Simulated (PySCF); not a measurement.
System: chloro(dimethyl)borane, C₂H₆BCl, charge 0, multiplicity 1. 
Geometry from a B3LYP-D3(BJ)/def2-TZVP (Ansatz) optimisation:
```
B
C 1 1.5593
H 2 1.0898 1 114.05
H 2 1.0923 3 109.72 1 -127.13
H 2 1.0986 3 106.73 4 -114.62
C 1 1.5593 2 123.80 3 -153.40
H 6 1.0898 1 114.05 2 -153.40
H 6 1.0923 7 109.72 1 -127.13
H 6 1.0986 7 106.73 8 -114.62
Cl 1 1.7805 2 118.10 3 26.60
```

Dispersion corrections to the total energy (kcal/mol) from the dftd3 and dftd4 libraries through PySCF: D3(BJ) without and D4 with the three-body term, each with the damping fitted for the functional named.

```tsv
functional	D3(BJ)	D4
LC-wPBE	[?]	-4.51
B2PLYP	-3.47	-2.84
B2GP-PLYP	-2.70	-1.71
HF	[?]	-14.79
r2SCAN	-1.21	[?]
PBE	-4.33	-4.06
BHLYP	-5.83	-4.74
```

Task: Some entries are withheld; supply them.

Result: 
- LC-wPBE, D3(BJ): -4.07
- HF, D3(BJ): -33.31
- r2SCAN, D4: -1.00
